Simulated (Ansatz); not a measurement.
The cluster Na2Cl2⁺. The state is a quartet with charge 1. Geometry PBE0-D4/def2-TZVP; atoms count from 1.

Cartesian coordinates in Å:
```
Na 2.7556 -1.5515 0.9629
Na -2.7573 1.5487 -0.9625
Cl 0.6276 0.9818 -0.2152
Cl -0.6259 -0.9790 0.2147
```

In the quartet, Cl3 and Cl4 lie 2.37 Å apart (atoms count from 1), so these atoms are partly bonded to each other. At PBE0-D4/def2-TZVP a doublet of charge 1 lies 5.64 eV below the quartet, each at its own geometry. The structure comes from a short search, and lower isomers may exist.

Question: Estimate the Mulliken populations from the PBE0/def2-TZVP orbitals of Ansatz.

Answer: 
```tsv
atom	charge (e)	spin (α − β)
Na1	0.45	0.50
Na2	0.45	0.50
Cl3	0.05	1.00
Cl4	0.05	1.00
```
Mulliken values and Mayer orders depend strongly on the basis.

Question: Where does the spin sit?

Answer: Summed by element: Na 1.00, Cl 2.00, of 3 unpaired in all. Largest on single atoms: Cl3 1.00, Cl4 1.00, Na1 0.50.

Question: And the Mayer bond orders between bonded heavy atoms (over 0.3)?

Answer: Cl3–Cl4 1.01 (2.37 Å). Values over 0.3 also appear between atoms too far apart for a bond (Na1–Na2 0.48 at 6.61 Å); they arise where an orbital or an unpaired electron spreads over both atoms.
